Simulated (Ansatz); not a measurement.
`[NH2][Sc]([NH2])[NH2]` + HCl → `[NH2][Sc]([NH2])[Cl]` + NH₃  (ligand exchange at the Sc–N bond)

Calculated with Ansatz (gas phase, PBE0-D4/def2-TZVP geometries, no zero-point term in ΔE). CCSD(T)/CBS adds triple-zeta CCSD(T) − MP2 to the extrapolated MP2 energy (def2 sets, frozen cores). This one scheme is used for every species. DFT in def2-TZVPP. For Sc outer-core shells are correlated without core-valence functions, which leaves a few kJ/mol of doubt a bond. Scalar relativity is left out up to krypton. Each species was taken in one conformer, which may not be the lowest.

| species | BLYP-D4 energy (Eh) |
| --- | --- |
| `[NH2][Sc]([NH2])[NH2]` | -928.74286 |
| HCl | -460.81454 |
| `[NH2][Sc]([NH2])[Cl]` | -1333.04391 |
| NH₃ | -56.56219 |

Problem. Work out ΔE.

Solution. ΔE = (-1333.04391) + (-56.56219) − (-928.74286) − (-460.81454) = -0.04870 Eh = -127.9 kJ/mol. CCSD(T)/CBS gives -132.2 kJ/mol.

Largest T1 diagnostic among the species: 0.014.

From BLYP to BHLYP (50 % exact exchange), in def2-TZVPP and without D4, ΔE moves by −11.0 kJ/mol. At CCSD(T), def2-SVP lies −9.2 kJ/mol from the extrapolated value and def2-TZVPP +1.2 kJ/mol. Leaving LDA and LC-ωPBE aside and taking each functional with its dispersion term where it has one, the values, not all of them listed here, spread over 13.1 kJ/mol, from r2SCAN0-D4 to BLYP-D4. LDA lies +4.4 kJ/mol from PBE without D4.
